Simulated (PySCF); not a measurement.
Ta(NH)(NH2)3 (H7N4Ta), SMILES [NH]=[Ta]([NH2])([NH2])[NH2], multiplicity 1.

The structure is a stationary point at B3LYP-D3(BJ)/def2-SVP. The multiplicity is an assumed one; other spin states were not compared. The def2 effective core potentials stand for the cores of Ta; spin–orbit coupling is left out. The values are those of a single conformer.

Two levels are set side by side: PBE/def2-TZVP (PySCF) and M06-2X/def2-TZVP (PySCF). Same geometry, gas phase. Differences are taken from unrounded values.

```
quantity                     M06-2X    PBE  PBE minus M06-2X
---------------------------  ------  -----  ----------------
orbital gap (eV)               8.76   4.93             -3.84
highest occupied level (eV)   -8.22  -5.42              2.80
lowest empty level (eV)        0.54  -0.49             -1.03
dipole moment (D)              1.70   1.63             -0.07
mean polarisability (bohr³)    71.7   75.7               4.1
```

Without exact exchange PBE keeps part of each electron's self-repulsion, which lifts occupied levels and narrows the gap. PBE's more diffuse valence density responds more strongly to a field. Differences between two approximate levels are no errors against the true value.

Rough cost on one machine, each run with all the roots and properties that it gave: M06-2X against PBE about 3 times.
